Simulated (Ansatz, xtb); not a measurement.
Two isomers of C3H7FO4S

Structure X: `CO[C@H](F)OS(C)(=O)=O`, a singlet. Structure Y: `CO[C@H](F)CS(=O)(=O)O`, a singlet. Both are isolated molecules in the gas phase, relaxed with PBE-D3(BJ)/def2-SVP; each stands in its lowest conformer found.

Estimate E(Y) − E(X) at the level CCSD(T)/def2-SVP + ΔMP2/def2-TZVPP.

Not settled: CCSD(T)/def2-SVP + ΔMP2/def2-TZVPP gives E(Y) − E(X) = −1.81 kcal/mol, but this leans on the basis-set step: CCSD(T) alone gives +0.93 kcal/mol.

Level by level:

```
                             level             geometry  E(Y) − E(X) (kcal/mol)  departure from the last row (kcal/mol)  job, with rough time for the two
                          GFN2-xTB             GFN2-xTB                     +5.75                                   +7.56              optimisation, 0.42 s
                         HF/STO-3G             GFN2-xTB                    +13.64                                  +15.44              single point, 0.56 s
                r2SCAN-D4/def2-SVP             GFN2-xTB                     +2.88                                   +4.69               single point, 5.3 s
               PBE-D3(BJ)/def2-SVP  PBE-D3(BJ)/def2-SVP                     +1.98                                   +3.78                optimisation, 57 s
                       HF/def2-SVP  PBE-D3(BJ)/def2-SVP                     +1.83                                   +3.64           part of the CCSD(T) run
                      MP2/def2-SVP  PBE-D3(BJ)/def2-SVP                     +0.54                                   +2.35           part of the CCSD(T) run
                  CCSD(T)/def2-SVP  PBE-D3(BJ)/def2-SVP                     +0.93                                   +2.74                      single point
CCSD(T)/def2-SVP + ΔMP2/def2-TZVPP  PBE-D3(BJ)/def2-SVP                     −1.81                                                     single point, 3.7 min
```

As drawn, Y has 1 C–C, 1 O–H in place of 1 C–O, 1 C–H.

GFN2-xTB, HF/STO-3G, r2SCAN-D4/def2-SVP, PBE-D3(BJ)/def2-SVP, HF/def2-SVP, MP2/def2-SVP, CCSD(T)/def2-SVP put the two in the other order. The largest departure from CCSD(T)/def2-SVP + ΔMP2/def2-TZVPP is that of HF/STO-3G, 15.44 kcal/mol. The last row adds to CCSD(T) the change of the MP2 difference between the two basis sets, here −2.74 kcal/mol.

With thermal terms from frequencies at re-optimised GFN2-xTB minima (ideal gas, soft modes damped towards free rotors, one conformer each, 298.15 K, 1 atm): the zero-point term adds −0.28 kcal/mol; ΔH is −2.10 and ΔG −1.94 kcal/mol.

The correlated steps freeze 13 core orbitals. Codes used: Ansatz 0.2.0, xtb 6.7.1; the last row on 4 threads of Arm Neoverse V1 on a shared host.
